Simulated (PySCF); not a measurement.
A PySCF script (with the pyscf-properties extension) for the NMR shieldings of SMILES CS[C@@H]1CC([SiH2]C=O)=CO1, C$_{6}$H$_{10}$O$_{2}$SSi, on a GFN2-xTB geometry:

```python
import basis_set_exchange as bse
import numpy as np
from pyscf import gto, dft
from pyscf.prop import nmr

atoms = """
C     1.526712    0.170408    1.837094
S     2.813025   -0.027814    0.570748
C     1.827775   -0.732361   -0.811285
C     0.692187    0.191053   -1.276549
C    -0.533542   -0.571185   -0.827152
Si   -2.255560    0.126994   -0.827898
C    -2.194408    1.729131    0.243315
O    -1.196057    2.136895    0.782526
C    -0.111575   -1.750157   -0.363639
O     1.228997   -1.947242   -0.405048
H     2.037000    0.525204    2.726271
H     1.069332   -0.795060    2.033762
H     0.785580    0.898168    1.518793
H     2.573733   -0.945114   -1.579500
H     0.758330    1.179093   -0.821147
H     0.703869    0.319217   -2.361375
H    -2.698789    0.553339   -2.159426
H    -3.214784   -0.779809   -0.197515
H    -3.138953    2.303011    0.362757
H    -0.678021   -2.573092    0.033450
"""
names = dict.fromkeys(["C", "S", "Si", "O", "H"], "pcSseg-1")
basis = {el: gto.basis.parse(bse.get_basis(n, elements=[el], fmt="nwchem")) for el, n in names.items()}
mol = gto.M(atom=atoms, basis=basis, charge=0, verbose=0)
mf = dft.RKS(mol, xc="PBE0")
mf.grids.level = 2
mf.grids.alignment = dft.numint.BLKSIZE   # the property module wants whole blocks of grid points
mf.conv_tol = 1e-9
mf.kernel()

calc = nmr.RKS(mf)   # GIAO
C = mf.mo_coeff
Co = C[:, mf.mo_occ > 0]
resp = mf.gen_response(singlet=True, hermi=2)
def vind(x):   # induced exchange potential for any number of trial vectors
    d = np.einsum("pi,xij,qj->xpq", C, 2 * x.reshape(-1, C.shape[1], Co.shape[1]), Co, optimize=True)
    return np.einsum("xpq,pi,qj->xij", resp(d - d.transpose(0, 2, 1)), C, Co, optimize=True).ravel()
mo1, _ = nmr.rhf.solve_mo1(calc, with_cphf=vind)
sigma = calc.kernel(mo1)
for i, s in enumerate(sigma):   # ppm
    w = np.linalg.eigvalsh((s + s.T) / 2)
    print("%2d %-2s iso %8.1f  s11 %8.1f  s22 %8.1f  s33 %8.1f" % (i, mol.atom_pure_symbol(i), w.mean(), *w))
```

Q: Give the expected output.

A: 
```
 0 C  iso    172.9  s11    161.2  s22    170.0  s33    187.5
 1 S  iso    426.3  s11    210.7  s22    386.0  s33    682.3
 2 C  iso     96.5  s11     56.9  s22     93.3  s33    139.1
 3 C  iso    142.4  s11    112.9  s22    148.3  s33    166.0
 4 C  iso     87.1  s11     -1.8  s22    103.8  s33    159.3
 5 Si iso    416.7  s11    382.7  s22    401.9  s33    465.4
 6 C  iso    -61.4  s11   -192.4  s22    -86.5  s33     94.6
 7 O  iso   -591.6  s11  -1642.9  s22   -542.9  s33    411.0
 8 C  iso     23.8  s11    -75.9  s22     61.6  s33     85.8
 9 O  iso    149.7  s11     54.9  s22    161.8  s33    232.5
10 H  iso     29.9  s11     24.6  s22     26.6  s33     38.4
11 H  iso     29.8  s11     25.1  s22     28.9  s33     35.5
12 H  iso     28.4  s11     23.1  s22     27.0  s33     35.3
13 H  iso     26.1  s11     23.2  s22     24.1  s33     31.1
14 H  iso     28.3  s11     24.3  s22     28.8  s33     31.9
15 H  iso     28.4  s11     23.6  s22     27.1  s33     34.4
16 H  iso     27.0  s11     23.5  s22     25.4  s33     32.2
17 H  iso     27.1  s11     23.6  s22     26.0  s33     31.7
18 H  iso     19.4  s11     14.2  s22     19.9  s33     24.0
19 H  iso     25.3  s11     22.7  s22     25.2  s33     28.1
```

These numbers come from an equivalent density-fitted implementation of the same equations, which agrees with the script to about 0.01 ppm for H and up to a few tenths of a ppm for heavy atoms, so last digits may differ.

Q: Turn these shieldings into chemical shifts. Shifts are taken against calculated references (same method and geometry level): TMS for $^{13}$C (σref 186.93) and $^{29}$Si (σref 349.16) and $^{1}$H (σref 31.72); $^{33}$S (σref 503.73) vs CS2; H2O for $^{17}$O (σref 336.08).

A: Averaging equivalent atoms: C 6: 248.3; C 8: 163.1; C 4: 99.8; C 2: 90.5; C 3: 44.5; C 0: 14.0; S 1: 77; Si 5: -67.5; O 7: 927.7; O 9: 186.4; H 18: 12.35; H 19: 6.38; H 13: 5.58; H 16: 4.70; H 17: 4.62; H 14: 3.38; H 15: 3.36; H 10/11/12: 2.35 ppm. Unscaled 17O shifts of doubly bonded oxygen tend to come out too high, by tens of ppm or more. Experimental scales use liquid or dissolved standards, which lie at an offset from isolated H2O (liquid H2O: subtract about 36 ppm).

Size and cost of the density-fitted run: 234 basis functions, 76 s wall time on 1 thread of an Arm Neoverse V1, shared host; peak memory 1.1 GiB.
